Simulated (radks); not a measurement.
Task: The mean radii <r> (bohr) of the occupied orbitals of an atom or ion are listed with their occupations. Calculated with a radial shooting solver on a logarithmic mesh with Libxc functionals: scalar-relativistic Kohn-Sham, r2SCAN, spin-polarised, spherical densities, finite nucleus; meta-GGA in the generalised Kohn-Sham scheme; Fermi nuclear charge, rms radius of each element as measured or else 0.836 A^(1/3) + 0.57 fm.

orbital  occ.      <r>
1s up       1  0.03263
1s down     1  0.03263
2s up       1   0.1418
2s down     1   0.1418
2p up       3   0.1237
2p down     3   0.1237
3s up       1   0.3896
3s down     1   0.3897
3p up       3   0.3898
3p down     3   0.3898
3d up       5   0.3702
3d down     5   0.3702
4s up       1   0.9723
4s down     1   0.9671
4p up       3    1.058
4p down     3    1.051
4d up       5    1.316
5p up       1    2.742

Name the element and its charge. Open shells, if any, are filled with parallel spins first.

Result: Z = 45, rhodium, charge +3: Rh3+ in [Kr] 4d5 5p1. The 1s radius gives Z: for a bare nucleus <r> = (2 gamma + 1)/(2Z) with gamma = sqrt(1 - (Z/c)^2), 0.0321 bohr for Z = 45, and screening makes it slightly larger (0.03263 here). The occupations add up to 42, and the charge is Z minus that.
